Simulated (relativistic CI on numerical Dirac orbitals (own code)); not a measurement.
Ir7+: resonant inelastic scattering at the O2,3 edge

Computed with this model: Dirac-Coulomb-Breit CI, orbitals from a KLI potential per configuration, a model potential for QED, Kramers-Heisenberg scattering through one core-hole configuration in a parametric crystal field, unscaled Slater integrals; configurations [Xe] 4f14 5d2 → [Kr] 4d10 4f14 5s2 5p5 5d3; 10 K; core-hole width 0.6 eV; summed over polarisations. Incident energies are the highest absorption maxima for each field (at most a few, so the weaker spin-orbit partner edge can be absent), on the computed scale of the free ion. Intensities are in per cent of the strongest line above 0.02 eV; levels within 1 cm⁻¹ are merged; final levels count from the ground level, the first row holds all elastic scattering, lines under 0.4 are left out and each table stops after 24 rows. The scale of the Slater integrals is a model choice and moves the terms in proportion.

Field parameters in Wybourne normalisation: Oh B⁴₀ = 21Dq, B⁴₄ = √(5/14) B⁴₀. The field is a parameter set, without covalency.

S is read from ⟨S²⟩ = S(S + 1).

Oh, 10Dq = 10000 cm⁻¹:

```
Final level (eV)  Degeneracy  Irrep     S  56.9 eV  70.3 eV  76.9 eV
           0.000           2      E  0.95     90.4    294.7     69.2
           0.181           3     T2  0.93     67.3    100.0     88.5
           1.474           3     T1  1.00     11.1      3.9      3.5
           1.883           3     T2  0.94     21.3     50.9     44.5
           2.024           1     A1  0.94      0.7      0.7      9.9
           2.115           1     A2  1.00      5.8      3.8      0.1
           2.840           3     T1  0.95      2.0      7.9      0.9
           2.941           2      E  0.70      0.2      0.9      0.7
           3.064           2      E  0.76      0.5     16.9     36.8
           3.212           1     A1  0.96      0.4      0.8     99.6
           3.224           3     T2  0.56      0.5     11.8      3.6
           3.702           3     T2  0.73      0.1      2.5      9.5
           3.866           3     T1  0.98      1.6      4.6      8.0
           4.892           3     T2  0.77      1.7      3.3     31.1
           4.895           2      E  0.73      2.1      1.3      2.4
           5.130           1     A1  0.14      0.2      0.1      3.8
           5.254           3     T1  0.18      0.9      2.4      2.0
           5.453           3     T2  0.57      0.7      0.2      0.2
           6.321           2      E  0.29      0.6      1.9      3.4
```

Oh, 10Dq = 22550 cm⁻¹:

```
Final level (eV)  Degeneracy  Irrep     S  57.1 eV  71.3 eV  74.3 eV
           0.000           2      E  0.95    146.8    260.5     82.7
           0.154           3     T2  0.94     74.2     44.4    100.0
           1.324           3     T1  1.00      2.1      3.4     34.4
           1.655           1     A1  0.95      0.2      1.4     38.3
           2.422           3     T2  0.58     11.9     21.9      5.6
           2.868           2      E  0.26      0.7      3.7     23.2
           3.280           1     A2  1.00      0.8      9.0      3.1
           3.784           3     T2  0.78      3.5     87.5     37.6
           3.833           3     T1  0.97      4.6     18.7      6.5
           3.964           2      E  0.97      0.1     22.1     16.0
           4.245           1     A1  0.87      3.0      2.8      8.3
           4.993           3     T1  0.97      0.1      5.2      1.2
           5.103           3     T2  0.58      1.6      8.4      7.4
           5.543           1     A1  0.32      0.1      0.0      1.7
           5.815           2      E  0.91      2.0      0.6      0.2
           6.174           3     T2  0.81      1.0     15.7      2.0
           6.389           3     T1  0.16      0.4      3.9      5.4
           7.134           3     T2  0.82      0.7     15.6      1.9
```

For the first field the strongest loss at the lowest incident energy is the level at 0.18 eV (S = 0.93, against 0.95 in the thermal ground state).
